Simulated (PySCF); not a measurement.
Gas-phase reaction: WO₂(OH)₂ + 4 HCl = WOCl₄ + 3 O + 3 H₂

Computed with PySCF and rigid-rotor harmonic-oscillator thermochemistry at 1 bar. † marks an energy on the PBE0/def2-TZVP geometry and frequencies; other levels use their own. Open shells (unrestricted): O (multiplicity 3, electronic degeneracy 9); the rest are closed-shell singlets. Spin-orbit splitting is ignored; it lowers the true energy and changes the entropy of O. B3LYP is the form with VWN-RPA correlation. W: scalar-relativistic def2 core potential, no spin-orbit coupling. No R ln 2 is added for the mirror-image form of WO₂(OH)₂. The harmonic model lacks anharmonicity and excited electronic states, which grow with temperature; levels with a mode under 35 cm⁻¹ are left out. Soft modes under 120 cm⁻¹ make the harmonic entropy rough for WOCl₄.

| level | ΔE electronic, kJ | ΔH°(298 K), kJ | ΔS°(298 K), J/K | ΔG°(1000 K), kJ |
|---|---|---|---|---|
| B3LYP/def2-TZVP† | 1415 | 1374 | 181 | 1174 |
| PBE/def2-SVP | 1495 | 1456 | 178 | 1260 |
| PBE/def2-TZVP† | 1499 | 1458 | 181 | 1259 |
| PBE0/def2-QZVP† | 1435 | 1394 | 181 | 1194 |
| LDA/def2-TZVP† | 1757 | 1716 | 181 | 1517 |
| ωB97X-V/def2-TZVP† | 1433 | 1392 | 181 | 1193 |
ΔH° is lowest at B3LYP/def2-TZVP† and highest at LDA/def2-TZVP†. No reference value is set beside these.
